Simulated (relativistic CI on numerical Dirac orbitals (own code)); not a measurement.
Mo²⁺: 3p photoemission

Computed with this model: Dirac-Coulomb-Breit CI, orbitals from a KLI potential per configuration, model QED, multiplet model of photoemission in the sudden approximation, unscaled Slater integrals; configurations [Kr] 4d4 → [Ne] 3s2 3p5 3d10 4s2 4p6 4d4; 300 K; Lorentzian 2 eV and Gaussian 0.6 eV FWHM. Energies are those of the free ion, without screening or charge transfer. The energies are binding energies and can lie tens of eV above those of solids. S is read from ⟨S²⟩ = S(S + 1).

Field parameters in Wybourne normalisation: D3d B²₀ = −7Dσ, B⁴₀ = −14Dq − 21Dτ, B⁴₃ = −14√(10/7) Dq. The field is a parameter set, without covalency.

Computed curve for free ion, scaled to 100 at the maximum (points under 2 are left out and the grid is thinned):

(Energy (eV), Intensity): (416.4, 2.1), (417.2, 2.5), (418.0, 3.2), (418.8, 4.2), (419.6, 5.7), (420.4, 8.1), (421.2, 12.7), (422.0, 22.1), (422.8, 44.3), (423.6, 84.3), (424.6, 94.5), (425.4, 59.8), (426.2, 30.4), (427.0, 17.0), (427.8, 10.5), (428.6, 7.0), (429.4, 5.1), (430.2, 4.0), (431.0, 3.2), (431.8, 2.7), (432.6, 2.4), (433.4, 2.3), (434.2, 2.2), (435.0, 2.2), (435.8, 2.4), (436.6, 2.7), (437.4, 3.3), (438.2, 4.3), (439.0, 6.1), (439.8, 9.8), (440.8, 22.1), (441.6, 45.0), (442.4, 55.6), (443.2, 32.3), (444.0, 15.6), (444.8, 8.6), (445.6, 5.4), (446.4, 3.7), (447.2, 2.7), (448.0, 2.0)

The ground state has S = 1.99, and the centroid lies at 430.27 eV.
